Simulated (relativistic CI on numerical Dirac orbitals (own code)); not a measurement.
# Calculated levels, Mo¹⁵⁺

Computed by Dirac-Coulomb-Breit CI, KLI orbitals optimised for each configuration, a model potential for QED, unscaled Slater integrals (own radial code, finite nucleus).

CI space (outside the closed core [Ne]): 3s2 3p6 3d9, 3s2 3p5 3d10, 3s 3p6 3d10, 3s2 3p6 3d8 4s, 3s2 3p6 3d8 4p, 3s2 3p6 3d8 4d, 3s2 3p6 3d7 4s2, 3s2 3p6 3d8 4f, 3s2 3p6 3d7 4s 4p, 3s2 3p5 3d9 4s, 3s2 3p6 3d8 5s, 3s2 3p6 3d7 4p2, 3s2 3p6 3d8 5p, 3s2 3p4 3d10 4s, 3s2 3p6 3d7 4s 4d, 3s2 3p5 3d9 4p. Levels of other configurations are missing.

| No. | Configuration | Term | J | E (cm⁻¹) | % | Next component (%) | Landé g |
| --- | --- | --- | --- | --- | --- | --- | --- |
| 41 | 3s2 3p6 3d8 4p | 4F° | 3/2 | 2159760 | 42 | 25 2D° | 0.851 |
| 42 | 3s2 3p6 3d8 4p | 4P° | 5/2 | 2164631 | 33 | 27 2F° | 1.150 |
| 43 | 3s2 3p6 3d8 4p | 2H° | 9/2 | 2168672 | 88 | 11 2G° | 0.931 |
| 44 | 3s2 3p6 3d8 4p | 2F° | 7/2 | 2168852 | 71 | 23 2G° | 1.081 |
| 45 | 3s2 3p6 3d8 4p | 2D° | 3/2 | 2170276 | 43 | 29 4D° | 1.065 |
| 46 | 3s2 3p6 3d8 4p | 4D° | 1/2 | 2173296 | 81 | 18 2P° | 0.141 |
| 47 | 3s2 3p6 3d8 4p | 2D° | 3/2 | 2176378 | 46 | 30 4D° | 1.086 |
| 48 | 3s2 3p6 3d8 4p | 2P° | 1/2 | 2176388 | 67 | 13 4D° | 0.871 |
| 49 | 3s2 3p6 3d8 4p | 2D° | 5/2 | 2176793 | 44 | 26 2F° | 1.150 |
| 50 | 3s2 3p6 3d8 4p | 4D° | 7/2 | 2181070 | 58 | 25 2F° | 1.268 |
| 51 | 3s2 3p6 3d8 4p | 2P° | 3/2 | 2188042 | 61 | 21 2D° | 1.176 |
| 52 | 3s2 3p6 3d8 4p | 2F° | 5/2 | 2192315 | 39 | 26 2D° | 1.139 |
| 53 | 3s2 3p6 3d8 4p | 2P° | 3/2 | 2197515 | 48 | 18 2D° | 1.291 |
| 54 | 3s2 3p6 3d8 4p | 2H° | 11/2 | 2201083 | 98 | 2 4G° | 1.092 |
| 55 | 3s2 3p6 3d8 4p | 4D° | 5/2 | 2202535 | 47 | 32 2D° | 1.217 |
| 56 | 3s2 3p6 3d8 4p | 2S° | 1/2 | 2207236 | 63 | 20 2P° | 1.598 |
| 57 | 3s2 3p6 3d8 4p | 2D° | 3/2 | 2207791 | 75 | 14 4D° | 0.914 |
| 58 | 3s2 3p6 3d8 4p | 2F° | 7/2 | 2208348 | 50 | 34 4D° | 1.201 |
| 59 | 3s2 3p6 3d8 4p | 2F° | 5/2 | 2210321 | 59 | 34 2D° | 0.994 |
| 60 | 3s2 3p6 3d8 4p | 4S° | 3/2 | 2213264 | 78 | 10 2P° | 1.831 |
| 61 | 3s2 3p6 3d8 4p | 2G° | 7/2 | 2220507 | 79 | 19 2F° | 0.946 |
| 62 | 3s2 3p6 3d8 4p | 2P° | 1/2 | 2221573 | 74 | 19 2S° | 0.886 |
| 63 | 3s2 3p6 3d8 4p | 2G° | 9/2 | 2223948 | 89 | 10 2H° | 1.092 |
| 64 | 3s 3p6 3d10 | 2S | 1/2 | 2247020 | 99 |  | 1.999 |
| 65 | 3s2 3p6 3d8 4p | 2P° | 1/2 | 2282809 | 95 | 3 4D° | 0.670 |
| 66 | 3s2 3p6 3d8 4p | 2P° | 3/2 | 2316818 | 94 | 2 2D° | 1.332 |
| 67 | 3s2 3p6 3d8 4d | 4D | 7/2 | 2508456 | 87 | 11 4F | 1.400 |
| 68 | 3s2 3p6 3d8 4d | 4D | 5/2 | 2509452 | 53 | 37 4P | 1.427 |
| 69 | 3s2 3p6 3d8 4d | 4H | 11/2 | 2519979 | 45 | 35 2H | 1.139 |
| 70 | 3s2 3p6 3d8 4d | 4D | 3/2 | 2520442 | 49 | 20 2P | 1.235 |
| 71 | 3s2 3p6 3d8 4d | 4H | 13/2 | 2522191 | 98 | 2 2I | 1.227 |
| 72 | 3s2 3p6 3d8 4d | 4G | 9/2 | 2522866 | 41 | 40 4F | 1.211 |
| 73 | 3s2 3p6 3d8 4d | 4G | 11/2 | 2527254 | 70 | 29 2H | 1.216 |
| 74 | 3s2 3p6 3d8 4d | 2F | 7/2 | 2527888 | 50 | 22 4F | 1.128 |
| 75 | 3s2 3p6 3d8 4d | 4P | 5/2 | 2529463 | 57 | 22 4D | 1.439 |
| 76 | 3s2 3p6 3d8 4d | 4F | 9/2 | 2533050 | 44 | 28 2G | 1.176 |
| 77 | 3s2 3p6 3d8 4d | 4D | 1/2 | 2535713 | 89 | 6 4P | 0.185 |
| 78 | 3s2 3p6 3d8 4d | 2P | 3/2 | 2537311 | 67 | 29 4D | 1.268 |
| 79 | 3s2 3p6 3d8 4d | 2D | 3/2 | 2542723 | 56 | 20 4P | 0.937 |
| 80 | 3s2 3p6 3d8 4d | 4H | 7/2 | 2544154 | 40 | 34 4G | 0.885 |
| 81 | 3s2 3p6 3d8 4d | 4H | 9/2 | 2544570 | 59 | 24 2G | 1.013 |
| 82 | 3s2 3p6 3d8 4d | 4F | 5/2 | 2545566 | 39 | 38 4G | 0.882 |
| 83 | 3s2 3p6 3d8 4d | 2F | 5/2 | 2547725 | 57 | 18 4D | 1.024 |
| 84 | 3s2 3p6 3d8 4d | 4P | 3/2 | 2547806 | 61 | 14 2P | 1.431 |
| 85 | 3s2 3p6 3d8 4d | 2F | 7/2 | 2548223 | 30 | 26 4F | 1.037 |

Energies count from the lowest computed level; ° marks odd parity.

The mean weight of the leading LS term, summed over parents, in these 45 levels is 63 %, and that of the leading jj configuration (from the same eigenvectors) 62 %.

At this charge energies of transitions that change n are usually good to better than 1 %, and those within a shell (Δn = 0) to a few per cent.

LS names give the leading component of a level, which can be under half, so a name can repeat, a term be missing and a line seem to break the LS rules.
